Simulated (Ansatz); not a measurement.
`[F][InH][Cl]` + H–F → `[F][InH][F]` + HCl  (ligand exchange at the In–Cl bond)

Computed with Ansatz on PBE0-D4/def2-TZVP structures; ΔE is electronic, products minus reactants. CBS: MP2 limit from def2 TZ/QZ plus the TZ coupled-cluster correction, frozen cores. This one scheme is used for every species. Functionals use def2-TZVPP. HSE06 is defined as in plane-wave codes. Elements past krypton have def2 core potentials. For In outer-core shells are correlated without core-valence functions, which leaves a few kJ/mol of doubt a bond.

```json
{"level": "r2SCAN0-D4", "ΔE (eV)": "0.64"}
{"level": "B2PLYP", "ΔE (eV)": "0.55"}
{"level": "r2SCANh", "ΔE (eV)": "0.58"}
{"level": "HSE06", "ΔE (eV)": "0.62"}
```

(1) What does CCSD(T)/CBS give? (Estimate.)

(2) What do rigid-rotor, harmonic-oscillator terms from PBE0-D4/def2-TZVP frequencies (298.15 K, 1 bar) make of the CCSD(T)/CBS value? (Best estimate.)

Largest T1 diagnostic among the species: 0.017.

Answers

(1) Ansatz gave: +0.61 eV. The listed levels differ from it by 0.03, -0.06, -0.03, 0.01 eV.

(2) Computed: ΔZPE = -0.06 eV, ΔH = +0.55 eV, ΔS = -3 J/(mol·K), ΔG = +0.56 eV.

From BLYP to BHLYP (50 % exact exchange), in def2-TZVPP and without D4, ΔE moves by +0.16 eV. At CCSD(T), def2-SVP lies −0.09 eV from the extrapolated value and def2-TZVPP −0.01 eV. Leaving LDA and LC-ωPBE aside and taking each functional with its dispersion term where it has one, the values, not all of them listed here, spread over 0.19 eV, from BLYP-D4 to PBE-QIDH. LDA lies +0.06 eV from PBE without D4.
